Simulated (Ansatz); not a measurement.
C2H3BrO (`CC(=O)Br`). The species carries charge 0 and has multiplicity 1. All single points use the PBE0-D4/def2-TZVP geometry.

```xyz
7

C    -0.245   -0.314    0.582
C     0.218    0.596   -0.503
O     0.245    1.772   -0.506
Br    0.843   -0.414   -2.083
H    -0.582    0.278    1.432
H     0.573   -0.975    0.872
H    -1.053   -0.943    0.205
```

**Question.** What is the dipole moment at r2SCAN/def2-TZVPP? (Best estimate.)

**Answer.** The calculation gave: 2.87 D, with components (-0.92, -1.64, 2.16) D in this frame, pointing from negative to positive charge.

**Question.** And with PBE, B3LYP, ωB97M-V? (An estimate is asked.)

**Answer.** Computed: PBE 2.73 D, B3LYP 2.82 D, ωB97M-V 2.82 D.

**Question.** Give the Mulliken charges with r2SCAN, B3LYP, PBE in def2-TZVPP. (An estimate is asked.)

**Answer.** Computed: 
```json
{"atom": "C1", "r2SCAN": "-0.10", "B3LYP": "-0.20", "PBE": "-0.20"}
{"atom": "C2", "r2SCAN": "0.21", "B3LYP": "0.17", "PBE": "0.13"}
{"atom": "O3", "r2SCAN": "-0.21", "B3LYP": "-0.18", "PBE": "-0.14"}
{"atom": "Br4", "r2SCAN": "-0.15", "B3LYP": "-0.14", "PBE": "-0.14"}
{"atom": "H5", "r2SCAN": "0.08", "B3LYP": "0.11", "PBE": "0.11"}
{"atom": "H6", "r2SCAN": "0.08", "B3LYP": "0.12", "PBE": "0.12"}
{"atom": "H7", "r2SCAN": "0.08", "B3LYP": "0.12", "PBE": "0.12"}
```

B3LYP here is the variant with VWN-RPA as its local correlation; programs differ in this.
